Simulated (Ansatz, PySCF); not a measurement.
C₃H₂, SMILES [C][C][CH2] (connectivity only; charge and spin as stated), neutral, multiplicity 1.

Coordinates come from a PBE0-D3(BJ)/def2-TZVP optimisation.

Vertical ionisation energy (IE) and electron affinity (EA) in eV. Rows of orbital energies are one-electron estimates. Where ΔSCF, EOM or ADC give a negative EA the extra electron is unbound and the value depends on the basis.

```json
[
 {"level": "−ε(HOMO), −ε(LUMO), CAM-B3LYP/def2-TZVPD (PySCF)", "IE": "9.35", "EA": "2.83"},
 {"level": "−ε(HOMO), −ε(LUMO), PBE/def2-TZVPD (PySCF)", "IE": "6.67", "EA": "5.06"},
 {"level": "ADC(2)/aug-cc-pVDZ (PySCF)", "IE": "___", "EA": "___"},
 {"level": "ΔSCF, CAM-B3LYP/def2-TZVPD (Ansatz), final states of multiplicity 2 and 2", "IE": "10.46", "EA": "1.85"},
 {"level": "ΔSCF, PBE/def2-TZVPD (Ansatz), final states of multiplicity 2 and 2", "IE": "10.33", "EA": "1.79"}
]
```

Problem. Fill in the missing entries. (Estimate from the structure and the level; the computed values follow.)

Solution. 
- ADC(2)/aug-cc-pVDZ (PySCF), IE: 10.06
- ADC(2)/aug-cc-pVDZ (PySCF), EA: 1.89

Problem. What vertical singlet–triplet gap does ΔSCF give with CAM-B3LYP/def2-TZVPD (Ansatz, a quantum-chemistry and plane-wave program) and with PBE/def2-TZVPD (Ansatz)? (An estimate is asked for; the answer gives what the named calculation found.)

Solution. 1.29 and 1.25 eV (triplet above singlet where positive).

Problem. Give the lowest 1s main lines (those of the lightest heavy element) from CVS-ADC(2)-x/aug-cc-pVDZ (PySCF, non-relativistic), with pole strengths. (The exact figures need the calculation; the answer reports its results.)

Solution. 292.2 eV (1.47), 293.6 eV (1.35), 294.2 eV (1.44).

Problem. Beyond the first one, list the lowest photoelectron lines from ADC(2)/aug-cc-pVDZ (PySCF) with their pole strengths (two spins summed). (An estimate is asked for; the answer gives what the named calculation found.)

Solution. 10.09 eV (1.69), 12.09 eV (1.77), 16.02 eV (1.68), 17.24 eV (1.70).
